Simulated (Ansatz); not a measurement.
SiI2. Total charge 0; singlet. Geometry r2SCAN-D4/def2-TZVP, basis def2-TZVP, Ansatz.

Cartesian coordinates in Å:
```
Si 0.7607 0.6458 0.2485
I -0.0144 -1.3702 1.4772
I -0.7464 0.7244 -1.7256
```

| run | HOMO (eV) | LUMO (eV) |
| --- | --- | --- |
| A | -5.99 | -3.76 |
| B | -6.93 | -3.40 |
| C | -7.96 | -2.43 |
| D | -6.16 | -3.94 |
| E | -9.18 | -1.34 |
| F | -7.14 | -3.29 |

In the def2 sets I takes a core potential; there is no spin–orbit coupling. B3LYP takes the VWN-RPA correlation.

Task: The runs used B3LYP, BHLYP, BLYP, PBE, PBE0, ωB97X-V. Estimate which is which.

Result: A BLYP (0 % exact exchange); B B3LYP (20 % exact exchange); C BHLYP (50 % exact exchange); D PBE (0 % exact exchange); E ωB97X-V (range-separated); F PBE0 (25 % exact exchange). Exact exchange lowers occupied and raises empty levels; among semilocal functionals meta-GGAs tend to open the gap a little, and such runs are hard to tell apart. The gap grows from 2.22 eV (PBE) to 7.84 eV (ωB97X-V).
